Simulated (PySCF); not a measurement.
Start geometry of `C[P+](C)(C)[Al-]([Br])([Br])[Br]` ([AlBr3(PMe3)]) from GFN2-xTB (Å):
```
atom  x, y, z in Å
C1    -0.7685   -0.0564    1.6607
P2    -0.0267   -0.0103   -0.0017
C3    -0.3052   -1.7089   -0.6172
C4    -1.1614    0.9836   -0.9943
Al5    2.3403    0.7776   -0.0713
Br6    2.7062    0.5966   -2.2931
Br7    3.2714   -0.7829    1.2997
Br8    2.0455    2.8718    0.7774
H9    -0.2147   -0.6807    2.3283
H10   -1.8186   -0.3906    1.6038
H11   -0.7856    0.9730    2.0813
H12    0.3055   -2.3997    0.0011
H13    0.0236   -1.7618   -1.6521
H14   -1.3567   -1.9681   -0.5430
H15   -2.2048    0.5597   -0.9112
H16   -1.1907    2.0236   -0.6229
H17   -0.8759    0.9854   -2.0353
```

Question: What comes out of this run: PBE0-D3(BJ)/def2-SVP geometry optimisation, gas phase in PySCF?

Answer: 
```
atom  x, y, z in Å
C1    -0.788    0.068    1.678
P2    -0.099   -0.013   -0.001
C3    -0.416   -1.695   -0.613
C4    -1.078    1.119   -1.032
Al5    2.238    0.509   -0.039
Br6    2.748    0.155   -2.241
Br7    3.010   -1.039    1.456
Br8    2.247    2.673    0.689
H9    -0.220   -0.623    2.318
H10   -1.855   -0.200    1.691
H11   -0.653    1.087    2.067
H12    0.154   -2.402    0.007
H13   -0.041   -1.766   -1.645
H14   -1.486   -1.946   -0.582
H15   -2.150    0.878   -0.996
H16   -0.912    2.146   -0.676
H17   -0.713    1.050   -2.067
```

The energy falls by 13.2 kJ/mol over 6 energy and gradient evaluations, the largest force component goes from 0.0279 to 3.6e-04 Eh/bohr, and the atoms move by 0.104 Å rms after alignment. The bond that changes most is P2–Al5 (ends: phosphorus bonded to Al and 3 C; aluminium bonded to 3 Br and P), which shortens by 0.101 Å. Bonds longer at the end by more than 0.005 Å: 7 of 16; shorter: 5. Among the angles that change most is C3–P2–Al5, from 115.4° to 111.5°. Rotational constants go from 383.4, 382.3, 379.0 to 392.6, 389.9, 377.5 MHz. The orientation of the end geometry is arbitrary; only internal coordinates are fixed.

The run used 219 basis functions and 36 SCF cycles in all.

PBE0-D3(BJ)/def2-SVP frequencies: not computed here.
